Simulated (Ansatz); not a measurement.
C$_{2}$H$_{5}$FO$_{2}$Si (`CO[Si]1(F)CO1`), relaxed with RKS PBE-D4/def2-SVP in the Gaussian-basis code of Ansatz from a rough embedded geometry. The force threshold is 0.03 eV/Å; the program also tests the step.

Charge 0, multiplicity 1.

Start:

```xyz
11

C    -0.836    1.535   -0.973
O     0.382    0.740   -0.879
Si    0.716   -0.106    0.504
F     0.754    0.696    1.754
C     0.754   -1.924    0.579
O    -0.494   -1.265    0.708
H    -0.801    2.275   -0.154
H    -0.824    2.006   -1.913
H    -1.729    0.885   -0.819
H     0.925   -2.483   -0.311
H     1.153   -2.359    1.504
```

Q: By how much does the energy fall, and how many steps does the optimiser take? (Best estimate.)

A: Computed: 89.02 kJ/mol, in 20 steps, 3 of them rejected.

Q: Which bonds change most? (Estimate.)

A: Ansatz gave: Si3–F4 from 1.485 to 1.629 Å; C5–O6 from 1.418 to 1.540 Å; C1–H8 from 1.051 to 1.109 Å; C5–H10 from 1.064 to 1.107 Å.

Q: Give the relaxed structure. (An estimate is asked.)

A: Computed: 
```xyz
11

C    -0.833    1.685   -1.003
O    -0.318    0.369   -0.836
Si    0.242   -0.341    0.536
F     0.509    0.829    1.638
C     1.009   -1.971    0.606
O    -0.433   -1.757    1.098
H    -0.524    2.364   -0.181
H    -0.457    2.094   -1.963
H    -1.943    1.659   -1.045
H     1.058   -2.645   -0.272
H     1.690   -2.284    1.421
```
